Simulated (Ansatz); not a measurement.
The same path of AlBrF2H2 (6 atoms, charge 0, multiplicity 1) was run 3 times with different band settings. Lost on the way: Br5–H6. Made: F2–H6.

Level of theory: RKS B3LYP/def2-SVP in Ansatz.

Relaxed end points:

```xyz
6
Properties=species:S:1:pos:R:3
Al -0.022 0.051 0.026
F 0.004 0.408 1.666
F 1.443 0.136 -0.758
H -1.362 0.096 -0.775
Br 0.067 -2.619 0.949
H 0.149 -1.830 2.147
```

```xyz
6
Properties=species:S:1:pos:R:3
Al -0.025 -0.443 -0.102
F 0.051 -0.024 1.855
F 1.443 0.170 -0.598
H -1.366 0.155 -0.633
Br 0.049 -2.670 0.600
H 0.126 -0.945 2.132
```

Common settings: spring 5.0 eV/Å²; optimiser quadratic models (default); start path through a guess of the saddle point; force threshold 0.05 eV/Å; iteration limit 60; end points relaxed.

| run | movable images | climbing image |
| --- | --- | --- |
| 1 | 7 | yes |
| 2 | 2 | yes |
| 3 | 6 | no |

(1) What does each run give, and how far can it be trusted?

Answers

(1) Run 1: converged after 8 iterations, highest image 0.152 eV above the first end. A vibrational analysis at the climbing image gives one clearly imaginary mode, 552i cm⁻¹: a first-order saddle point.
Run 2: converged after 8 iterations, highest image 0.152 eV above the first end. Another band between the same ends (7 images) ends at a top of the same energy, where a vibrational analysis finds 1 clearly imaginary mode. So few images can step over the top or miss a turn of the path.
Run 3: converged after 7 iterations, highest image 0.152 eV above the first end. No image climbed, so the highest image needn't sit at the top of the path.
The orbitals stay closed-shell, which can raise the energy where a bond breaks towards radicals; this wasn't checked here.
